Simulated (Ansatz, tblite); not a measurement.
Forces on the cluster Ge₄F₈ at its PBE-D4/def2-SVP geometry. Total charge 0; singlet.

The xTB rows come from tblite. Another isomer (singlet) lies 1.62 eV lower at PBE0-D4/def2-TZVP; other spin states weren't run for this one.

GFN1-xTB (tblite), largest force 1.17 eV/Å:

```xyz
12
positions Å, forces eV/Å
Ge   -1.219    0.491    0.118   -0.087   -0.863   -0.779
Ge    1.225   -0.482   -0.132    0.083    0.857    0.788
Ge   -3.506   -0.278   -1.127    0.530    0.568    0.626
Ge    3.506    0.282    1.127   -0.525   -0.558   -0.639
F     1.582   -0.424   -1.853   -0.053   -0.226    0.255
F     3.600    2.028    0.895   -0.125   -0.089    0.228
F    -3.116   -0.279   -2.846    0.033   -0.238    0.136
F    -3.628   -2.012   -0.831    0.127    0.078   -0.233
F     1.087   -2.213    0.144    0.069    0.227   -0.251
F    -1.577    0.456    1.839    0.056    0.223   -0.258
F     3.119    0.213    2.846   -0.037    0.243   -0.126
F    -1.072    2.218   -0.180   -0.073   -0.223    0.253
```

GFN2-xTB (tblite), largest force 1.47 eV/Å:

```
Ge -0.319 -0.728 -0.712
Ge 0.313 0.717 0.724
Ge -1.258 0.701 0.285
Ge 1.267 -0.673 -0.309
F 0.086 -0.273 -0.698
F -0.137 0.552 0.122
F 0.226 -0.229 -0.484
F 0.129 -0.557 -0.103
F -0.041 -0.729 -0.190
F -0.083 0.283 0.694
F -0.227 0.209 0.490
F 0.044 0.729 0.181
```

PBE-D4/def2-TZVP (Ansatz), largest force 0.12 eV/Å:

```
Ge -0.039 0.089 0.068
Ge 0.039 -0.089 -0.069
Ge -0.045 -0.023 -0.030
Ge 0.045 0.021 0.032
F -0.006 0.001 0.037
F 0.000 -0.006 -0.002
F -0.001 0.002 0.005
F 0.001 0.006 0.001
F 0.003 0.038 -0.004
F 0.006 -0.002 -0.038
F 0.001 -0.001 -0.005
F -0.004 -0.037 0.004
```
